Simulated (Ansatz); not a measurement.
Isolated molecules relaxed with PBE0-D4/def2-TZVP in Ansatz; ΔE leaves out vibrations. CBS: MP2 limit from def2 TZ/QZ plus the TZ coupled-cluster correction, frozen cores. This one scheme is used for every species. Functionals use def2-TZVPP. B3LYP here is the variant with VWN-RPA as its local correlation; programs differ in this. HSE06 is defined as in plane-wave codes. Each species was taken in one conformer, which may not be the lowest.

Consider the silylene formation by 1,1-elimination: `FC[SiH](F)S` → difluoromethane + `[SiH]S`.

```
             level  ΔE (kJ/mol)  difference from CCSD(T)/CBS
       LDA (SPW92)        336.8                         -0.9
            PBE-D4        315.6                        -22.1
         revPBE-D4        312.4                        -25.3
           BLYP-D4        308.8                        -28.9
         r2SCAN-D4        342.0                          4.3
            B97M-V        328.1                         -9.6
          B3LYP-D4        323.3                        -14.4
        r2SCANh-D4        344.1                          6.4
        r2SCAN0-D4        347.0                          9.3
          HSE06-D4        329.4                         -8.3
          BHLYP-D4        339.4                          1.7
      CAM-B3LYP-D4        336.2                         -1.5
           ωB97X-V        341.1                          3.4
           ωB97M-V        329.0                         -8.7
            B2PLYP        324.9                        -12.8
          PBE-QIDH        343.0                          5.3
               PBE        306.7                        -31.0
            revPBE        290.9                        -46.8
              BLYP        290.2                        -47.5
            r2SCAN        339.6                          1.9
           r2SCANh        341.5                          3.8
           r2SCAN0        344.2                          6.5
             BHLYP        328.2                         -9.5
         CAM-B3LYP        328.1                         -9.6
           LC-ωPBE        348.2                         10.5
RPA@PBE/def2-TZVPP        304.3                        -33.4
       HF/def2-SVP        288.4                        -49.3
      MP2/def2-SVP        313.4                        -24.3
     CCSD/def2-SVP        288.5                        -49.2
     HF/def2-TZVPP        317.6                        -20.1
    MP2/def2-TZVPP        347.8                         10.1
SCS-MP2/def2-TZVPP        336.1                         -1.6
   CCSD/def2-TZVPP        325.5                        -12.2
CCSD(T)/def2-TZVPP        325.3                        -12.4
     HF/def2-QZVPP        320.2                        -17.5
    MP2/def2-QZVPP        355.8                         18.1
SCS-MP2/def2-QZVPP        344.5                          6.8
      HF/CBS(def2)        320.5                        -17.2
     MP2/CBS(def2)        360.1                         22.4
    CCSD/CBS(def2)        337.8                          0.1
       CCSD(T)/CBS        337.7                            0
```

Largest T1 diagnostic among the species: 0.016.

Leaving LDA and LC-ωPBE aside and taking each functional with its dispersion term where it has one, the values spread over 38.2 kJ/mol, from BLYP-D4 to r2SCAN0-D4. LDA lies +30.1 kJ/mol from PBE without D4. From PBE to PBE0 (25 % exact exchange), in def2-TZVPP and without D4, ΔE moves by +16.0 kJ/mol.
